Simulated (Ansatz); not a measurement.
C8H16, SMILES `CCC1CCCCC1`, relaxed with RKS PBE-D4/def2-SVP in the Gaussian-basis code of Ansatz from a rough embedded geometry. The force threshold is 0.03 eV/Å; the program also tests the step.

The species carries charge 0 and has multiplicity 1.

Start:

```xyz
24

C    -0.924   -2.290   -1.351
C     0.081   -1.160   -1.157
C     0.328   -0.820    0.318
C    -0.881   -0.175    1.006
C    -1.145    1.245    0.513
C     0.089    2.118    0.708
C     1.288    1.510   -0.012
C     1.548    0.093    0.491
H    -0.619   -3.174   -0.793
H    -1.916   -1.998   -1.015
H    -0.990   -2.557   -2.404
H    -0.266   -0.280   -1.697
H     1.033   -1.462   -1.600
H     0.542   -1.765    0.833
H    -0.684   -0.138    2.081
H    -1.769   -0.790    0.859
H    -1.417    1.229   -0.544
H    -1.990    1.668    1.062
H    -0.101    3.126    0.334
H     0.311    2.195    1.776
H     1.100    1.494   -1.086
H     2.175    2.125    0.159
H     2.405   -0.335   -0.034
H     1.801    0.140    1.553
```

```json
{"step": "1", "energy (eV)": "-8540.0370", "largest force (eV/Å)": "0.802", "largest move (Å)": "0.000"}
{"step": "2", "energy (eV)": "-8540.1655", "largest force (eV/Å)": "0.225", "largest move (Å)": "0.052"}
{"step": "3", "energy (eV)": "-8540.1782", "largest force (eV/Å)": "0.058", "largest move (Å)": "0.036"}
{"step": "4", "energy (eV)": "-8540.1793", "largest force (eV/Å)": "0.014", "largest move (Å)": "0.059"}
{"step": "5", "energy (eV)": "-8540.1797", "largest force (eV/Å)": "0.030", "largest move (Å)": "0.051"}
{"step": "6", "energy (eV)": "-8540.1798", "largest force (eV/Å)": "0.022", "largest move (Å)": "0.028"}
```

End:

```xyz
24

C    -0.978   -2.249   -1.372
C     0.119   -1.206   -1.150
C     0.365   -0.833    0.327
C    -0.863   -0.206    1.024
C    -1.165    1.216    0.528
C     0.058    2.130    0.685
C     1.297    1.537   -0.001
C     1.578    0.108    0.488
H    -0.782   -3.172   -0.785
H    -1.979   -1.874   -1.072
H    -1.047   -2.542   -2.440
H    -0.116   -0.294   -1.742
H     1.076   -1.587   -1.568
H     0.602   -1.783    0.857
H    -0.661   -0.166    2.117
H    -1.755   -0.857    0.905
H    -1.469    1.187   -0.542
H    -2.033    1.634    1.079
H    -0.159    3.145    0.288
H     0.273    2.261    1.771
H     1.141    1.535   -1.102
H     2.184    2.181    0.179
H     2.459   -0.315   -0.041
H     1.854    0.150    1.566
```

It took 22 s on 4 threads of an AMD EPYC 7R13 on a shared host and a share of an NVIDIA H100 80 GB, with 1.2 GiB of host memory at the peak.
